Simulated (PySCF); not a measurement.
Structure revision by computed shifts

A compound C₇H₈O₂Si gives the data below (simulated from a calculation) and was assigned the structure `O=COC1=C[C@@]2([SiH3])C=C[C@@H]12`.

¹³C{¹H} NMR (computed): δ 154.2 (CH), 147.5 (CH), 120.4 (CH), 119.9 (C), 111.0 (C), 88.1 (C), 5.8 (CH3).

¹H NMR (600 MHz, computed): δ 7.72 (m, 1H), 7.60 (m, 1H), 6.74 (m, 1H), 5.66 (s, 1H), 2.11 (s, 3H), 1.45 (br s, 1H).

Computational details: PBE0/pcSseg-1 with gauge-including orbitals, geometry from GFN2-xTB, in PySCF (one conformer, gas phase, non-relativistic, equivalent nuclei averaged).

References, each an isolated molecule treated in the same way: ¹H and ¹³C vs TMS.

Problem. Compare with the shifts computed for the proposed structure, pairing carbons in order of shift.

Solution. Mapped SMILES: `[O:1]=[CH:2][O:3][C:4]1=[CH:5][C@@:6]2([SiH3:7])[CH:8]=[CH:9][C@@H:10]12`; H(Xn) means a hydrogen on atom n.

```csv
atom,computed for proposal,given list,difference
C2,162.2,154.2,+8.0
C4,161.2,147.5,+13.7
C8,159.4,120.4,+39.0
C9,148.6,119.9,+28.7
C5,134.4,111.0,+23.4
C10,57.5,88.1,-30.6
C6,43.1,5.8,+37.3
```

The rms difference is 27.9 ppm and the largest +39.0 ppm at C8 (alkene CH). The carbon types in order of shift don't match either: CH, C, CH, CH, CH, CH, C for the proposal against CH, CH, CH, C, C, C, CH3 in the data. The proposal doesn't fit.

Problem. Which isomer fits?

Solution. SMILES C(#CC)[Si@@H](O)c1ccoc1.

- Carbon types of the structure: 3 × C, 3 × CH, 1 × CH3, leaving 2 H on heteroatoms.
- δC 154.2, 147.5: aromatic CH next to the ring oxygen.
- δC 120.4: aromatic CH.
- δC 119.9: substituted aromatic carbon.
- δC 111.0, 88.1: alkyne carbon.

Other isomers checked: CCO[SiH2]C#CC#CC=O (rms 29.2 ppm); O=C1C=CC=C(C[SiH3])C1=O (rms 31.8 ppm).

The data come from this structure; uniqueness wasn't tested.

The OH or NH signal is concentration- and solvent-dependent in practice; the value given is the gas-phase one. Shifts are as computed. Against solution values, carbons near 30 ppm lie about +3 ppm off and those near 130 ppm about +5 ppm. Of 1309 compounds with measured shifts, 239 miss one by over three times the rms of a fit or turn the order of signals round; such compounds aren't used in these exercises. No couplings were computed; multiplicities are counted from neighbouring protons, with m where these are inequivalent, close in shift, in a saturated or five-membered ring or joined by F or P, and br s for small geminal =CH2 splittings.
